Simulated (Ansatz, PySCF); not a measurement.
Gas-phase reaction in SMILES: COB(O)O + H+ → C[OH+]B(O)O
Geometries: B3LYP-D3(BJ)/def2-TZVP minima from Ansatz (a quantum-chemistry and plane-wave program), one conformer each, not searched for the lowest. Frequencies are from Ansatz or PySCF.

Quantity: proton affinity (0 K, with B3LYP-D3(BJ) harmonic zero-point energies), positive where the reaction releases energy, in kcal/mol. Valence correlation only, unless marked. Spin-orbit coupling is left out. Non-relativistic. Basis-set limits of correlation are two-point, X^-3; Hartree-Fock from the larger set.

CCSD(T)/CBS(cc-pVTZ,cc-pVQZ) (Ansatz) gives 186.6 kcal/mol.

**Question.** Another calculation gave 186.8 kcal/mol. Which level was it?
(A) wB97M-V/def2-TZVPD (Ansatz)
(B) revPBE/def2-TZVPD (Ansatz)
(C) SVWN5/def2-TZVPD (Ansatz)

**Answer.** B, revPBE/def2-TZVPD (Ansatz). The others give 179.6 (SVWN5), 184.2 (wB97M-V) kcal/mol.
